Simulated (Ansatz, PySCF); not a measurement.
CH3Cd, charge +1, singlet, at a GFN2-xTB geometry (such geometries of metal compounds can be far from the true shape) (core potentials on Cd). Base run: R2SCAN/def2-SVP (PySCF).

The PySCF input:
```python
from pyscf import gto, scf, dft

mol = gto.M(
    atom='''
Cd   -0.24990741   -0.15685804   -0.19594938
C     1.26333355    0.79294976    0.99056455
H     1.79956127   -0.02050473    1.49205259
H     0.72593198    1.44551340    1.68777248
H     1.89006125    1.34647864    0.28235779
''',
    basis='def2-svp',
    ecp={'Cd': 'def2-svp'},
    charge=1,
    verbose=4,
)

mf = dft.RKS(mol)
mf.xc = 'r2scan'
mf.kernel()
```

The same geometry, method and basis name were run in Ansatz (an electronic-structure program) and PySCF, at each program's defaults and at the settings that a row names. The base is PySCF at its defaults. Differences at the defaults can come from grids, fitting, cores and function types together.

| code and settings | ΔE vs base (mEh) | basis functions | E (Eh) | SCF cycles |
|---|---|---|---|---|
| PySCF, defaults (exact integrals, its default grid, spherical functions) | 0.000 | 60 | -207.33264 | 10 |
| Ansatz, defaults (factorised integrals, its default grid, spherical functions) | 0.056 | 60 | -207.33259 | - |
| PySCF, density fitting with def2-universal-jkfit | (withheld) | 60 | (withheld) | 10 |
| PySCF, fine grid | 0.101 | 60 | -207.33254 | 10 |
| Ansatz, high accuracy | 0.056 | 60 | -207.33259 | - |

**Question.** Fill in the missing entries.

**Answer.** 
- PySCF, density fitting with def2-universal-jkfit, ΔE vs base (mEh): -0.126
- PySCF, density fitting with def2-universal-jkfit, E (Eh): -207.33277
